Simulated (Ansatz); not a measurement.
The cluster Cd₂O₂⁻, relaxed as a doublet with UKS PBE0-D4/def2-TZVPD in Ansatz, starting from the GFN1-xTB geometry. Force threshold 0.02 eV/Å.

In the def2 sets Cd takes a core potential; there is no spin–orbit coupling. Another isomer (doublet) lies 0.49 eV lower at PBE0-D4/def2-TZVPD; other spin states weren't run for this one.

Start:

Cartesian coordinates in Å:
```
Cd 1.146 -1.272 0.227
Cd -0.719 0.792 -0.146
O 1.054 1.243 -0.892
O -1.481 -0.763 0.811
```

(1) Estimate the energy that the relaxation releases and the steps that it takes.

(2) Does the start keep its bonding and symmetry?

(3) Predict the relaxed structure.

Answers

(1) 14.1 kcal/mol, in 9 steps; 64 s on 4 threads of Intel Xeon on a shared host. No frequencies were taken in this run, so the end may be a saddle point.

(2) Bonds formed: Cd1–O3, Cd1–O4 (atoms count from 1). Point group C2v at the start, D2h at the end, both within 0.05 Å.

(3) 
```xyz
4

Cd    0.926   -1.028    0.196
Cd   -0.926    1.028   -0.196
O     1.113    0.862   -0.737
O    -1.113   -0.862    0.737
```
Bond lengths (bridged metal pairs left out): 4 × Cd–O 2.12 Å.
